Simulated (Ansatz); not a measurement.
Total energies of `C[N]=[Ta]([OH])([OH])[OH]`.

```xyz
12

C    -2.064    0.059   -0.137
N    -0.650    0.018   -0.043
Ta    1.113   -0.032    0.074
O     1.762   -1.584   -0.846
O     1.844    1.549   -0.728
O     1.621   -0.115    1.921
H    -2.453   -0.802   -0.693
H    -2.405    0.965   -0.652
H    -2.532    0.049    0.855
H     1.284   -2.266   -1.316
H     1.403    2.289   -1.143
H     1.078   -0.131    2.708
```

The species carries charge 0 and has multiplicity 1. Correlated methods include outer-core shells of Ta, which these sets cover unevenly. Ta takes the def2 core potential. The structure was optimised at the PBE0-D4/def2-TZVP level. It is one conformer, not always the lowest. Basis def2-TZVPP, Ansatz.

RPA on PBE orbitals: Hartree–Fock energy of these orbitals -377.04723 Eh, correlation -2.28314 Eh (frozen core).

```json
{"functional": "B3LYP", "energy without D4 (Eh)": "-379.55060", "D4 term (kJ/mol)": "-38.4"}
{"functional": "r2SCANh", "energy without D4 (Eh)": "-379.35094", "D4 term (kJ/mol)": "-6.6"}
```

Give the same for LDA (SPW92), PBE, revPBE, BLYP, r2SCAN, B97M-V, PBE0, r2SCAN0, HSE06 (plane-wave form), BHLYP, CAM-B3LYP, LC-ωPBE, ωB97X-V, ωB97M-V, B2PLYP, PBE-QIDH. (Best estimate.)

Ansatz gave: 
```json
{"functional": "LDA (SPW92)", "energy without D4 (Eh)": "-376.98973", "D4 term (kJ/mol)": "–"}
{"functional": "PBE", "energy without D4 (Eh)": "-379.20639", "D4 term (kJ/mol)": "-24.0"}
{"functional": "revPBE", "energy without D4 (Eh)": "-379.48744", "D4 term (kJ/mol)": "-65.2"}
{"functional": "BLYP", "energy without D4 (Eh)": "-379.44645", "D4 term (kJ/mol)": "-50.8"}
{"functional": "r2SCAN", "energy without D4 (Eh)": "-379.39592", "D4 term (kJ/mol)": "-6.2"}
{"functional": "B97M-V", "energy without D4 (Eh)": "-379.44849", "D4 term (kJ/mol)": "–"}
{"functional": "PBE0", "energy without D4 (Eh)": "-379.15662", "D4 term (kJ/mol)": "-20.6"}
{"functional": "r2SCAN0", "energy without D4 (Eh)": "-379.28560", "D4 term (kJ/mol)": "-7.3"}
{"functional": "HSE06 (plane-wave form)", "energy without D4 (Eh)": "-379.14067", "D4 term (kJ/mol)": "-19.4"}
{"functional": "BHLYP", "energy without D4 (Eh)": "-379.22396", "D4 term (kJ/mol)": "-31.5"}
{"functional": "CAM-B3LYP", "energy without D4 (Eh)": "-379.36133", "D4 term (kJ/mol)": "-21.1"}
{"functional": "LC-ωPBE", "energy without D4 (Eh)": "-379.34740", "D4 term (kJ/mol)": "–"}
{"functional": "ωB97X-V", "energy without D4 (Eh)": "-379.38222", "D4 term (kJ/mol)": "–"}
{"functional": "ωB97M-V", "energy without D4 (Eh)": "-379.32550", "D4 term (kJ/mol)": "–"}
{"functional": "B2PLYP", "energy without D4 (Eh)": "-379.19791", "D4 term (kJ/mol)": "–"}
{"functional": "PBE-QIDH", "energy without D4 (Eh)": "-379.02659", "D4 term (kJ/mol)": "–"}
```

B3LYP takes the VWN-RPA correlation (the form of Gaussian; ORCA's B3LYP/G). HSE06 is the plane-wave form, built on full-range PBE exchange. The double hybrids freeze the cores in their second-order part.

LC-ωPBE has ω = 0.4 bohr⁻¹.
